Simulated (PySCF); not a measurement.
Species: `N#CC#[C][MgH]`. The columns A, B, C and D hold Mulliken, IAO, Hirshfeld and ESP-fitted charges (e) of one PBE0/pcSseg-1 density (PySCF), in a shuffled order. Coordinates in Å (PBE0-D3(BJ)/def2-SVP); the density's dipole moment is (4.71, -0.92, -0.38) D.

| atom | x | y | z | A | B | C | D |
| --- | --- | --- | --- | --- | --- | --- | --- |
| N1 | -3.388 | 0.657 | 0.401 | -0.217 | -0.482 | -0.195 | -0.235 |
| C2 | -2.250 | 0.432 | 0.309 | +0.136 | +0.594 | +0.080 | -0.050 |
| C3 | -0.905 | 0.168 | 0.201 | -0.089 | -0.309 | -0.058 | -0.037 |
| C4 | 0.299 | -0.068 | 0.103 | -0.615 | -0.321 | -0.252 | -0.580 |
| Mg5 | 2.309 | -0.452 | -0.070 | +1.316 | +0.933 | +0.671 | +1.152 |
| H6 | 3.959 | -0.765 | -0.216 | -0.530 | -0.415 | -0.245 | -0.251 |

Q: Which column most likely holds the ESP-fitted charges?

A: B. Σ q r misses the density's dipole by 0.04 D (B), 0.26 D (C), 1.42 D (A), 7.15 D (D). Charges fitted to the outside potential are the only set here that is tied to the molecule's multipoles.

Q: And the Hirshfeld charges?

A: C. The mean sizes are 0.250 e (C), 0.384 e (D), 0.484 e (A), 0.509 e (B), and Hirshfeld charges are commonly the smallest of these schemes.

As computed, A = IAO, B = ESP-fitted, C = Hirshfeld, D = Mulliken.

The Hirshfeld scheme weights the molecular density at each point by an atom's share of the summed free-atom densities. The IAO scheme counts the electrons in orthogonalised intrinsic atomic orbitals, a minimal basis polarised so that it spans the occupied orbitals exactly.

Isolated species at its PBE0-D3(BJ)/def2-SVP geometry, gas phase.

These values come from a run that also computed NMR shieldings. On one thread, Arm Neoverse V1 (aarch64), shared host with 32 logical CPUs at a one-minute load of 15, this took 4.4 s and 0.39 GiB of memory at its peak.
